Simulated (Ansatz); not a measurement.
Input file for C₃H₉MoNO (`C[N]=[Mo]([CH3])([CH3])=[O]`):

```yaml
crystal:
  periodic: [false, false, false]
  atoms:
    - {symbol: C, position_ang: [-0.701331, -2.382595, 0.677720]}
    - {symbol: N, position_ang: [-0.410846, -1.096167, 0.153646]}
    - {symbol: Mo, position_ang: [0.360216, 0.438103, 0.296099]}
    - {symbol: C, position_ang: [1.691516, 0.574762, -1.335885]}
    - {symbol: C, position_ang: [-1.186402, 1.873582, 0.255186]}
    - {symbol: O, position_ang: [1.197120, 0.509826, 1.750958]}
    - {symbol: H, position_ang: [-0.336419, -3.158768, -0.003186]}
    - {symbol: H, position_ang: [-1.783680, -2.511597, 0.783139]}
    - {symbol: H, position_ang: [-0.234497, -2.530711, 1.658687]}
    - {symbol: H, position_ang: [2.248178, 1.515581, -1.265713]}
    - {symbol: H, position_ang: [2.404002, -0.251265, -1.377798]}
    - {symbol: H, position_ang: [1.102703, 0.566822, -2.259823]}
    - {symbol: H, position_ang: [-1.678091, 1.820154, -0.722439]}
    - {symbol: H, position_ang: [-0.753000, 2.870285, 0.392004]}
    - {symbol: H, position_ang: [-1.941469, 1.711289, 1.026705]}
basis:
  gaussian: {orbitals: def2-SVP}
correlation: {method: ccsd_t}
```

```sh
$ ansatz run in.yaml --threads 4 --pin off --events-out ev --progress --plain --max-ram 11315MiB
```

The program prints (abridged):

```
Functional definition: HF
1506 factors; integrals over basis functions are off by at most 1.5e-3 eV
mean field evaluation 1: about -8574.2666 eV, gradient 6.4e1 eV
mean field evaluation 2: about -8574.4960 eV, gradient 6.4e1 eV
mean field evaluation 4: about -8583.0930 eV, gradient 1.0e1 eV
mean field evaluation 8: about -8583.3982 eV, gradient 8.7e-1 eV
mean field evaluation 16: about -8583.4028 eV, gradient 1.8e-6 eV
mean field -8583.40281003 eV, -315.4342352294 hartree, gradient 2.3e-6 eV, S^2 0.000000; 0 other end points of the search recorded, 0 dependent functions left out; unrestricted orbitals would lower it
5 core orbitals not correlated: weight in the atoms' cores, before any rotation towards them, 1.000 or more for the frozen orbitals, at most 0.000 for the correlated occupied ones
reference -8583.40281003 eV, -315.4342352294 hartree; 23, 23 occupied and 118, 118 virtual orbitals, 1506 factors
second order -34.49976063 eV of doubles, -0.00000000 eV of singles
cycle   1  -31.36063655 eV  change     3.1e0 eV  update   3.2e-1
cycle   2  -33.26521126 eV  change    -1.9e0 eV  update   2.2e-1
cycle   3  -33.72752148 eV  change   -4.6e-1 eV  update   4.6e-2
cycle   4  -33.76078653 eV  change   -3.3e-2 eV  update   2.1e-2
cycle   5  -33.75492709 eV  change    5.9e-3 eV  update   8.4e-3
cycle   6  -33.75954367 eV  change   -4.6e-3 eV  update   4.9e-3
cycle   7  -33.75779934 eV  change    1.7e-3 eV  update   2.1e-3
cycle   8  -33.75613214 eV  change    1.7e-3 eV  update   1.3e-3
cycle   9  -33.75685692 eV  change   -7.2e-4 eV  update   4.7e-4
cycle  10  -33.75739209 eV  change   -5.4e-4 eV  update   3.1e-4
cycle  11  -33.75698640 eV  change    4.1e-4 eV  update   1.3e-4
cycle  12  -33.75676978 eV  change    2.2e-4 eV  update   7.9e-5
cycle  13  -33.75697491 eV  change   -2.1e-4 eV  update   2.5e-5
cycle  14  -33.75692452 eV  change    5.0e-5 eV  update   1.1e-5
perturbative correction -1.74056303 eV, -0.0639645116 hartree
Total energy: -8618.90029758 eV, -316.7387438357 hartree
```

Hardware: 4 threads of an Arm Neoverse V1 on a shared host. Wall time 63 s, peak host memory 1.5 GiB.

The correlation energy is -35.497 eV, 4.9 % of it from (T); the T1 diagnostic reads 0.0223.
